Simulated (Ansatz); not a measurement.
A run for Ansatz (an electronic-structure program): R-PBE/def2-TZVPPD on H2 (SMILES [H][H]). Files ending in .json are basis or fitting sets from the Basis Set Exchange.

Ansatz 0.2 input:
```yaml
crystal:
  periodic: [false, false, false]
  atoms:
    - {symbol: H, position_ang: [-0.00909885, 0.01021740, 2.66939591]}
    - {symbol: H, position_ang: [0.03620904, 0.04474657, 3.41524066]}
basis:
  gaussian:
    orbitals: def2-TZVPPD.json
hamiltonian:
  xc: {name: PBE}
scf: {lower_state_search: off}
```

Output:

```
WARN ansatz: RAYON_NUM_THREADS=1 ignored (pool sized by the plan → 1); use --threads N
Functional definition: PBE
these checks for a lower state are left out or cut short: stability, starts, cluster_reference, orbital_swaps, neighbouring_geometries, increment
integrals: 0.00 GiB planned
118 factors; their error is unknown
mean field: 0.05 GiB planned
mean field evaluation 1: about -31.4097 eV, gradient 9.4e0 eV
mean field evaluation 2: about -31.6957 eV, gradient 3.2e0 eV
mean field evaluation 4: about -31.7365 eV, gradient 5.0e-2 eV
mean field evaluation 8: about -31.7325 eV, gradient 3.3e-3 eV
mean field -31.73254207 eV, -1.1661494119 hartree, gradient 8.5e-7 eV, S^2 0.000000; 0 other end points of the search recorded, 0 dependent functions left out
reference -31.73256298 eV, -1.1661501806 hartree; 1, 1 occupied and 33, 33 virtual orbitals, 118 factors
Total energy: -31.73256298 eV, -1.1661501806 hartree
Checks for a lower state left out: stability, starts, cluster_reference, orbital_swaps, neighbouring_geometries, increment
```

Self-consistency was reached.

Cost: about 0.21 core-seconds (a rough figure).
